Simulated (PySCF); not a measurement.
# I, SMILES `[I]` (charge 0, multiplicity 2)

The numbers are results of ωB97X-D3(BJ)/def2-TZVP (PySCF 2.14.0), not measurements.

```yaml
highest_occupied_spin_orbital: -10.26 eV
dipole_moment: 0.00 D
total_energy: -297.7653 Ha
cost: about 2.7 core-seconds (a rough figure)
```

```xyz
1

I      0.0000     0.0000     0.0000
```
Charge 0, spin multiplicity 2.
